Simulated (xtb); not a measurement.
C$_{5}$H$_{7}$O (SMILES O=C1C[CH]CC1), doublet, from a rough starting geometry; GFN2-xTB in xtb 6.7.1.

The xtb input:
```
$ xtb mol.xyz --gfn 2 --uhf 1 --opt vtight --json

# file mol.xyz
13

O      1.09204438     2.19346642     0.38077183
C      0.59413359     1.09551653     0.17250009
C      1.31547419    -0.20742046     0.23426754
C      0.29428845    -1.19518978    -0.02317543
C     -1.08585501    -0.64218723    -0.12179598
C     -0.88641151     0.87010065    -0.12542259
H      1.81014008    -0.35967165     1.20388437
H      2.07928086    -0.18416237    -0.47636383
H      0.48288853    -2.27445944    -0.16663001
H     -1.65928733    -0.98191763     0.61644945
H     -1.54743979    -1.02172241    -1.09692282
H     -1.07725482     1.37049306    -1.09539816
H     -1.46477463     1.34018478     0.61676245
```

The log (banner, timings and long lists left out):

```
   ID    Z sym.   atoms
    1    8 O      1
    2    6 C      2-6
    3    1 H      7-13

           -------------------------------------------------
          |                Calculation Setup                |
           -------------------------------------------------

           -------------------------------------------------
          |                 G F N 2 - x T B                 |
           -------------------------------------------------

          ...................................................
          :                      SETUP                      :
          :.................................................:
          :  # basis functions                  31          :
          :  # atomic orbitals                  31          :
          :  # shells                           19          :
          :  # electrons                        33          :
          :  max. iterations                   250          :
          :  Hamiltonian                  GFN2-xTB          :
          :  restarted?                      false          :
          :  GBSA solvation                  false          :
          :  PC potential                    false          :
          :  electronic temp.          300.0000000     K    :
          :  accuracy                    1.0000000          :
          :  -> integral cutoff          0.2500000E+02      :
          :  -> integral neglect         0.1000000E-07      :
          :  -> SCF convergence          0.1000000E-05 Eh   :
          :  -> wf. convergence          0.1000000E-03 e    :
          :  Broyden damping             0.4000000          :
          :  net charge                          0          :
          :  unpaired electrons                  1          :
          ...................................................

 iter      E             dE          RMSdq      gap      omega  full diag
   1    -18.4559315 -0.184559E+02  0.409E+00    2.08       0.0  T
   2    -18.4933129 -0.373814E-01  0.213E+00    1.45       1.0  T
   3    -18.4980014 -0.468841E-02  0.142E+00    1.65       1.0  T
   4    -18.5025677 -0.456630E-02  0.135E-01    1.31       1.0  T
   5    -18.5026427 -0.750018E-04  0.721E-02    1.38       1.0  T
   6    -18.5026532 -0.105200E-04  0.280E-02    1.39       1.0  T
   7    -18.5026534 -0.239953E-06  0.658E-03    1.39       4.2  T
   8    -18.5026536 -0.224034E-06  0.221E-03    1.39      12.5  T
   9    -18.5026536  0.341216E-08  0.918E-04    1.39      30.2  T
  10    -18.5026536 -0.683352E-08  0.174E-04    1.39     159.6  T

   *** convergence criteria satisfied after 10 iterations ***

         :::::::::::::::::::::::::::::::::::::::::::::::::::::
         ::                     SUMMARY                     ::
         :::::::::::::::::::::::::::::::::::::::::::::::::::::
         :: total energy             -18.246235273828 Eh    ::
         :: gradient norm              0.155130319300 Eh/a0 ::
         :: HOMO-LUMO gap              1.388164755074 eV    ::
         ::.................................................::
         :: SCC energy               -18.502645270804 Eh    ::
         :: -> isotropic ES            0.029488747388 Eh    ::
         :: -> anisotropic ES          0.001355436637 Eh    ::
         :: -> anisotropic XC          0.007352998831 Eh    ::
         :: -> dispersion             -0.007428960324 Eh    ::
         :: repulsion energy           0.256409996975 Eh    ::
         :: add. restraining           0.000000000000 Eh    ::
         :: total charge               0.000000000000 e     ::
         :::::::::::::::::::::::::::::::::::::::::::::::::::::

      -----------------------------------------------------------
     |                   =====================                   |
     |                        A N C O P T                        |
     |                   =====================                   |
     |               Approximate Normal Coordinate               |
[...]
 * total energy  :   -18.2607835 Eh     change       -0.1632005E-05 Eh
 * total energy  :   -18.2607854 Eh     change       -0.1898708E-05 Eh
 * total energy  :   -18.2607867 Eh     change       -0.1295843E-05 Eh
 * total energy  :   -18.2607872 Eh     change       -0.5803583E-06 Eh
 * total energy  :   -18.2607877 Eh     change       -0.4571928E-06 Eh
 * total energy  :   -18.2607883 Eh     change       -0.6210086E-06 Eh
 * total energy  :   -18.2607896 Eh     change       -0.1291321E-05 Eh
 * total energy  :   -18.2607921 Eh     change       -0.2481088E-05 Eh
 * total energy  :   -18.2607949 Eh     change       -0.2859820E-05 Eh
 * total energy  :   -18.2607961 Eh     change       -0.1110274E-05 Eh
 * total energy  :   -18.2607963 Eh     change       -0.2404508E-06 Eh
 * total energy  :   -18.2607963 Eh     change       -0.4764733E-07 Eh
   *** GEOMETRY OPTIMIZATION CONVERGED AFTER 21 ITERATIONS ***
         :: total energy             -18.260796342387 Eh    ::
[...]
        22                          0.1145112               3.1160
        23                          0.1288347               3.5058
        24                          0.1508368               4.1045
        25                          0.2032983               5.5320
        26                          0.2069305               5.6309
        27                          0.2311494               6.2899
        28                          0.2675626               7.2807
       ...                                ...                  ...
        31                          0.6497994              17.6819
      -------------------------------------------------------------
                  HL-Gap            0.0575283 Eh            1.5654 eV
             Fermi-level           -0.3133899 Eh           -8.5278 eV

     #   Z          covCN         q      C6AA      α(0)
     1   8 O        0.856    -0.361    20.921     6.132
     2   6 C        2.839     0.245    22.907     7.844
     3   6 C        3.815    -0.082    22.060     6.685
     4   6 C        2.923    -0.079    29.987     8.980
     5   6 C        3.816    -0.055    21.540     6.606
     6   6 C        3.825    -0.090    22.191     6.703
     7   1 H        0.923     0.076     2.020     2.223
     8   1 H        0.923     0.077     2.005     2.215
     9   1 H        0.926     0.031     2.574     2.509
    10   1 H        0.923     0.053     2.284     2.363
    11   1 H        0.924     0.050     2.314     2.379
    12   1 H        0.924     0.070     2.091     2.261
    13   1 H        0.925     0.065     2.138     2.287

 Mol. C6AA /au·bohr⁶  :       1534.580765
 Mol. C8AA /au·bohr⁸  :      34955.925277
 Mol. α(0) /au        :         59.186651

Wiberg/Mayer (AO) data.
largest (>0.10) Wiberg bond orders for each atom

 ---------------------------------------------------------------------------
     #   Z sym  total        # sym  WBO       # sym  WBO       # sym  WBO
 ---------------------------------------------------------------------------
     1   8 O    2.084 --     2 C    1.870
     2   6 C    3.915 --     1 O    1.870     6 C    0.987     3 C    0.982
     3   6 C    3.998 --     4 C    1.080     2 C    0.982     7 H    0.920
                             8 H    0.916
     4   6 C    3.291 --     3 C    1.080     5 C    1.076     9 H    0.976
     5   6 C    3.998 --     4 C    1.076     6 C    1.006    11 H    0.950
                            10 H    0.938
     6   6 C    3.997 --     5 C    1.006     2 C    0.987    13 H    0.959
                            12 H    0.946
     7   1 H    0.993 --     3 C    0.920
     8   1 H    0.993 --     3 C    0.916
     9   1 H    0.999 --     4 C    0.976
    10   1 H    0.995 --     5 C    0.938
    11   1 H    0.996 --     5 C    0.950
    12   1 H    0.995 --     6 C    0.946
    13   1 H    0.996 --     6 C    0.959
 ---------------------------------------------------------------------------

Topologies differ in total number of bonds
Writing topology from bond orders to xtbtopo.mol

molecular dipole:
                 x           y           z       tot (Debye)
 q only:       -0.487      -0.895      -0.256
   full:       -0.551      -1.016      -0.284       3.024
molecular quadrupole (traceless):
                xx          xy          yy          xz          yz          zz
 q only:        3.411      -4.137      -5.299      -0.444      -2.071       1.887
  q+dip:        4.154      -5.377      -6.984      -0.686      -2.671       2.829
   full:        3.718      -5.214      -7.190      -0.919      -2.853       3.472

optimized geometry written to: xtbopt.xyz

           -------------------------------------------------
          | TOTAL ENERGY              -18.260796342387 Eh   |
          | GRADIENT NORM               0.000054861050 Eh/α |
          | HOMO-LUMO GAP               1.565425233624 eV   |
           -------------------------------------------------

normal termination of xtb
```
